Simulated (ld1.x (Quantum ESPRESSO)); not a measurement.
The numbers below are computed, except where a source is named.
Potentials for Ge (Z = 32) compared

Generated with ld1.x 7.5 (TM, RRKJ, ultrasoft, PAW), atompaw 4.2 or ONCVPSP 4.0.1. The cutoff is in Ry: for ld1.x and atompaw files where the sum of valence levels is converged to 10 mRy in a Bessel basis, for ONCV files where the hardest occupied wave has 1 mHa per electron of residual kinetic energy. The error is the largest all-electron minus pseudo excitation energy over each file’s own four to seven test configurations (ionisations up to +4, promotions, holes and added fractions of an electron), all of which were solved. The labels leave out finer settings (local radius, basis sizes, second energies), which also bear on the numbers. Spin-polarised tests are not counted. The rows are a selection from randomly drawn settings: files with unsolved tests, undetermined cutoffs or missed reference levels are left out.

```csv
potential,cutoff (Ry),largest error (meV),bound ghosts
"TM semilocal, PBE, scalar-relativistic, rc 1.45/2.10/1.95 (spd), local p, core correction yes, reference 4s2 4p2",35,-262,none
"ultrasoft, PBE, scalar-relativistic, rc 1.70/2.45 (sp), local smoothed, core correction yes, reference 4s2 4p2",10,-306,none
"ultrasoft, PW91, fully relativistic, rc 1.65/2.70/2.35 (spd), local smoothed, core correction no, reference 4s2 4p2",12,+46,none
"ultrasoft, PBE, scalar-relativistic, rc 1.00/0.95/0.80 (spd), local smoothed, core correction yes, reference 3s2 3p6 3d10 4s1 4p3",260,-69,none
"ultrasoft, PBE, non-relativistic, rc 1.55/2.20/1.30 (spd), local smoothed, core correction no, reference 3d10 4s2 4p2",80,-362,none
"TM, PBE, scalar-relativistic, rc 1.65/2.45 (sp), local s, core correction no, reference 4s2 4p2",25,+68,none
```

Task: Fill in the row for Ge: PAW, PBEsol, scalar-relativistic, rc 1.55/2.00/0.85 (spd), local smoothed, core correction yes, reference 3d10 4s2 4p2.

Result: cutoff 230 Ry, largest error -284 meV, bound ghosts: none.

Task: Fill in the row for Ge: TM semilocal, PBEsol, scalar-relativistic, rc 1.85/2.10/1.75 (spd), local p, core correction no, reference 4s2 4p2.

Result: cutoff 25 Ry, largest error +32 meV, bound ghosts: none.
